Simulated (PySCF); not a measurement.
IBr, optimised at PBE0/def2-TZVP:

```xyz
2

Br     0.0030    -0.9081     0.8326
I     -0.0030     0.9081    -0.8326
```

Computed with PySCF (xtb for GFN2) and rigid-rotor harmonic-oscillator thermochemistry at 1 bar. All species are closed-shell singlets. I: scalar-relativistic def2 core potential, no spin-orbit coupling. Br: all electrons, no relativistic terms.

**Question.** List the harmonic frequencies (cm⁻¹, unscaled) at this level and at the other levels, each on its own geometry.

**Answer.** 
- PBE0/def2-TZVP: 279
- GFN2-xTB: 266
- PBE/def2-SVP: 255
